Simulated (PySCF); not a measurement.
A GIAO shielding run with PySCF 2.14 (density fitting, non-relativistic, gas phase) on SMILES CC[C@](C)(O[SiH3])C(=O)O, C$_{5}$H$_{12}$O$_{3}$Si:

```
$ OMP_NUM_THREADS=1 python probes_run.py task.json out

{"job": {"kind": "nmr", "xc": "PBE0", "basis": "pcSseg-1"}, "charge": 0, "multiplicity": 1}
C      2.002505     0.471015     0.776549
C      1.442186    -0.359264    -0.371807
C     -0.096461    -0.279718    -0.449590
C     -0.627588    -1.158015    -1.595179
O     -0.480446     1.030830    -0.670464
Si    -1.505044     2.022934     0.113014
C     -0.692866    -0.806592     0.843780
O     -1.451597    -0.186683     1.539951
O     -0.310016    -2.050055     1.131392
H      1.666782     1.501411     0.690882
H      1.672479     0.081339     1.737755
H      3.089709     0.454915     0.752869
H      1.732441    -1.404990    -0.262527
H      1.834480     0.018003    -1.317450
H     -0.329309    -2.192885    -1.454941
H     -0.229072    -0.787196    -2.535597
H     -1.712744    -1.092499    -1.629842
H     -1.054268     2.415775     1.445773
H     -2.887008     1.549230     0.120213
H     -1.343635     3.136711    -0.821274
H     -0.729448    -2.347326     1.956023
```

Hardware: 1 thread of an Arm Neoverse N1, shared host. The job also computes population analyses, field gradients.

Question: How large is the calculation?

Answer: 80 electrons, 220 basis functions and 1163 auxiliary functions.

Question: How long does it take, and how much memory does it need?

Answer: 110 s of wall time, with 14 SCF cycles and 5 response iterations; peak memory 1.1 GiB. Times on a shared host scatter by some tens of per cent.
